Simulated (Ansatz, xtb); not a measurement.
## Relaxing a trial structure of BGaGeH3In

The starting geometry of this gas-phase singlet was built from a drawn formula by distance geometry; its bonds are those of `[B]#[Ge][GaH][InH2]`.

```yaml
atoms:
  - { symbol: B, position_ang: [-0.1458, 1.7948, -3.1724] }
  - { symbol: Ga, position_ang: [1.5075, 0.6715, 0.3615] }
  - { symbol: Ge, position_ang: [0.5518, 1.2999, -1.6173] }
  - { symbol: In, position_ang: [1.2388, -0.3451, 2.8993] }
  - { symbol: H, position_ang: [2.4287, 1.9942, 0.9386] }
  - { symbol: H, position_ang: [2.3225, 0.1965, 4.3406] }
  - { symbol: H, position_ang: [0.5364, -1.5870, 3.4621] }
```

Task: Predict what becomes of its bonds when it is optimised with r2SCAN-D4/def2-SVP.

Result: New bonds form, giving a structure given below by its coordinates. Distances that change by over a tenth: Ga2–Ge3 (2.29 → 2.58 Å), In4–H7 (1.53 → 1.72 Å). Contacts that close: B1–Ga2 (4.06 → 2.00 Å), B1–In4 (6.58 → 2.24 Å).

The energy falls by 5.53 eV over 30 steps:

| step | E − E(last) (eV) |
| --- | --- |
| 1 | 5.528 |
| 4 | 3.741 |
| 7 | 3.571 |
| 11 | 3.142 |
| 14 | 2.778 |
| 17 | 2.067 |
| 20 | 1.464 |
| 24 | 0.058 |
| 27 | 0.002 |
| 30 | 0.000 |

Final geometry (Å):

```csv
atom,x (Å),y (Å),z (Å)
B,0.4765,0.4308,-0.0237
Ga,1.9672,1.7247,0.2747
Ge,0.4115,1.2839,-1.7325
In,0.7647,-0.3989,2.0399
H,3.1308,2.4949,0.9585
H,1.9654,0.1688,3.1637
H,-0.2762,-1.6794,2.5318
```

From the same start GFN2-xTB reaches the same bonding as this run.

The end wasn't checked by frequencies. Atoms past krypton carry core potentials, without spin–orbit terms. Run with Ansatz 0.2.0, 2.2 min on 2 threads of Arm Neoverse V2, with other jobs on the host.
